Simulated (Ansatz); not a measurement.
# Energy profile

The step: SiNH₅ ([NH2][SiH3]) + H₂O + HF → SiNH₅O ([NH2][SiH2][OH]) + HF + H₂; bonds formed: Si1–O7, H2–H8, H6–F9; bonds broken: Si1–H2, H6–O7, H8–F9 (atoms numbered as in the saddle structure below).

Si1  (-0.474, -0.630, 0.278)
H2  (0.794, 0.271, 1.044)
H3  (-1.455, -1.338, -0.631)
H4  (-0.128, -1.704, 1.243)
N5  (-1.435, 0.739, 0.583)
H6  (1.476, 0.069, -1.017)
O7  (0.738, -0.674, -1.100)
H8  (1.507, 0.731, 0.460)
F9  (2.195, 1.027, -0.375)
H10  (-1.155, 1.502, 1.175)
H11  (-2.404, 0.766, 0.310)
H12  (0.341, -0.757, -1.971)
(Å)

Electronic energies by CCSD(T) at an estimated basis limit (MP2 extrapolated from triple and quadruple zeta, plus CCSD(T) − MP2 in triple zeta), on PBE0-D4/def2-TZVP structures; SiNH$_{8}$OF, closed shell; no counterpoise correction. Computed with Ansatz 0.2.0 (basis: def2-TZVPP and def2-QZVPP); correlated methods freeze the cores. Extrapolation: Hartree–Fock as exp(−7.88 √X), correlation as X^−2.97.

Problem. Give the profile in kJ/mol, counted from the separated reactants. (Judge from chemistry; the value comes from the calculation.)

Solution. Computed:
```tsv
point	kJ/mol
separated: SiNH$_{5}$ (linked as [NH2][SiH3]; Si1, H2, H3, H4, N5, H10, H11; singlet) + H$_{2}$O (H6, O7, H12; singlet) + HF (H8, F9; singlet)	0.0
start structure	-31.8
saddle	64.3
end structure	-130.4
separated: SiNH$_{5}$O (linked as [NH2][SiH2][OH]; Si1, H3, H4, N5, O7, H10, H11, H12; singlet) + H$_{2}$ (H2, H8; singlet) + HF (H6, F9; singlet)	-89.0
```

The T1 diagnostic stays at or below 0.012.

For scale, one of the runs: CCSD(T)/def2-TZVPP, 247 basis functions, launched by `ansatz run in.yaml --threads 4 --pin off --events-out ev --progress --plain --max-ram 9574MiB`. Hardware: 4 CPU threads of an Arm Neoverse V1, shared host. Wall time 2.2 min; peak host memory 5.3 GiB.
